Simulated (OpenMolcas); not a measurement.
## Ga: effect of the active space

| Item | Value |
| --- | --- |
| Program | OpenMolcas 26.06 |
| Method | XMS-CASPT2 or its RAS form, IPEA 0.25 Eh, imaginary shift 0.1 Eh |
| Basis | ANO-RCC-VTZP |
| Scalar Hamiltonian | DKH2, point nucleus |
| Spin-orbit coupling | state interaction with AMFI integrals over the reference wave functions, term energies averaged over their components |

A. 3 electrons in 4 orbitals (4s 4p); 2S+1 = 4 odd, 1 root (0 in the spin-orbit step); 2S+1 = 2 odd, 3 roots; 2S+1 = 4 even, 3 roots; 2S+1 = 2 even, 5 roots (0 in the spin-orbit step); closed shells correlated: 3d; CASPT2 step about 0.5 core-seconds
B. 3 electrons in 8 orbitals (4s 4p 5s 5p); 2S+1 = 4 odd, 1 root (0 in the spin-orbit step); 2S+1 = 2 odd, 3 roots; 2S+1 = 4 even, 3 roots; 2S+1 = 2 even, 5 roots (0 in the spin-orbit step); closed shells correlated: 3d; CASPT2 step about 1 core-seconds
C. 3 electrons in 9 orbitals (RAS2 4s 4p; RAS3 4d, at most 2 electrons); 2S+1 = 4 odd, 1 root (0 in the spin-orbit step); 2S+1 = 2 odd, 3 roots; 2S+1 = 4 even, 3 roots; 2S+1 = 2 even, 5 roots; closed shells correlated: 3d; CASPT2 step of the order of 3 core-seconds

Energies in cm⁻¹ above 4s² 4p ²P°_1/2, the measured ground level; measured values from NIST Handbook of Basic Atomic Spectroscopic Data.

| Level | A | B | C | Measured |
| --- | --- | --- | --- | --- |
| 4s² 4p ²P°_1/2 | 0.0 | 0.0 | 0.0 | 0.0 |
| 4s² 4p ²P°_3/2 | 803 | 673 | 826 | 826 |
| 4s 4p² ⁴P_1/2 | 35640 | 35870 | 36300 |  |
| 4s 4p² ⁴P_3/2 | 35930 | 36160 | 36590 |  |
| 4s 4p² ⁴P_5/2 | 36410 | 36640 | 37060 |  |

Among A to C the level of the table that moves most is 4s 4p² ⁴P_1/2, by 670 cm-1 (lowest in A, highest in C). Moves below CASPT2's spread within the term are not significant.

CASPT2 breaks the degeneracy within a term, and the mean is taken; among the terms shown or strongly mixed into the levels shown the widest spread is 11 cm-1 (4s² 4p ²P°, C). Some high roots are left out of the spin-orbit mixing, which shifts the levels that they would mix with. Terms of s pⁿ other than that of highest spin mix with s² pⁿ⁻² d, which this space lacks; all of them can be thousands of cm-1 off, and some have no real level of that name (holds for A; B). Active for correlation alone: 5p 5s; no level in the range computed is led by a configuration that fills them, so any true level of that kind is missing (holds for B). Active for correlation alone: 4d; no level in the range computed is led by a configuration that fills it, so any true level of that kind is missing (holds for C). Only configurations of the active space appear. The table leaves out levels that lie high or whose names do not pair safely across all columns.

° marks odd parity.
